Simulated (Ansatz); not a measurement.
Basis-set extrapolation for C3H7NSi (`[SiH3]N=C1CC1`) (PBE0-D4/def2-TZVP geometry, frozen core, the Gaussian-basis code of Ansatz). Multiplicity 1, RHF reference.

|  | def2-TZVPP | def2-QZVPP |
| --- | --- | --- |
| HF | -461.081185 | -461.098065 |
| MP2 correlation | -0.810652 | -0.864105 |
| CCSD(T) correlation | -0.891942 | not run |

Energies in hartree. Use E(X) = E(∞) + A·exp(−7.88·√X) for Hartree–Fock and E(X) = E(∞) + B·X^(−2.97) for correlation, with X = 3 and 4, and add CCSD(T) minus MP2 of the smaller set to the MP2 limit.

**Question.** What is the CCSD(T) energy at the basis-set limit?

**Answer.** HF limit: -461.098065 + (-0.016880) × 0.13774 = -461.10039. MP2 limit: -0.864105 + (-0.053453) × 0.74074 = -0.90370. Higher-order term: -0.891942 − (-0.810652) = -0.08129. Total: -462.08538 hartree, 70.4 kcal/mol below CCSD(T)/def2-TZVPP.
